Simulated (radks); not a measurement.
The nuclear charge of the boron ion B2+ is varied continuously with 3 electrons held in [He] 2s1. All-electron calculation, Dirac Kohn-Sham, PBEsol, spin-unpolarised, spherical densities, finite nucleus; Fermi nuclear charge, rms radius 2.406 fm. Program: a radial shooting solver on a logarithmic mesh with Libxc functionals. By the Hellmann-Feynman theorem dE/dZ = E(electron-nucleus)/Z, the electronic potential at the nucleus (averaged over a nucleus of fixed radius).

| Z | E (hartree) | E(electron-nucleus)/Z (hartree) | HOMO | e(HOMO) (eV) | <r> HOMO (bohr) |
|---|---|---|---|---|---|
| 4.5 | -18.43316 | -9.05463 | 2s1/2 | -21.569 | 1.918 |
| 4.6 | -19.34989 | -9.28005 | 2s1/2 | -23.373 | 1.856 |
| 4.7 | -20.28917 | -9.50548 | 2s1/2 | -25.247 | 1.799 |
| 4.8 | -21.25099 | -9.73091 | 2s1/2 | -27.189 | 1.745 |
| 4.9 | -22.23535 | -9.95635 | 2s1/2 | -29.200 | 1.694 |
| 5 | -23.24226 | -10.1818 | 2s1/2 | -31.279 | 1.646 |
| 5.1 | -24.27171 | -10.4073 | 2s1/2 | -33.427 | 1.601 |
| 5.2 | -25.32371 | -10.6327 | 2s1/2 | -35.643 | 1.559 |
| 5.3 | -26.39826 | -10.8582 | 2s1/2 | -37.927 | 1.518 |
| 5.4 | -27.49536 | -11.0837 | 2s1/2 | -40.280 | 1.480 |
| 5.5 | -28.61501 | -11.3093 | 2s1/2 | -42.702 | 1.443 |
| 5.6 | -29.75721 | -11.5348 | 2s1/2 | -45.191 | 1.409 |
| 5.7 | -30.92197 | -11.7603 | 2s1/2 | -47.749 | 1.376 |
| 5.8 | -32.10928 | -11.9859 | 2s1/2 | -50.376 | 1.344 |
| 5.9 | -33.31915 | -12.2115 | 2s1/2 | -53.071 | 1.314 |
| 6 | -34.55158 | -12.4371 | 2s1/2 | -55.834 | 1.286 |

The central difference of E at Z = 5 is -10.182 hartree, to compare with the third column; the second derivative is -2.25 hartree.
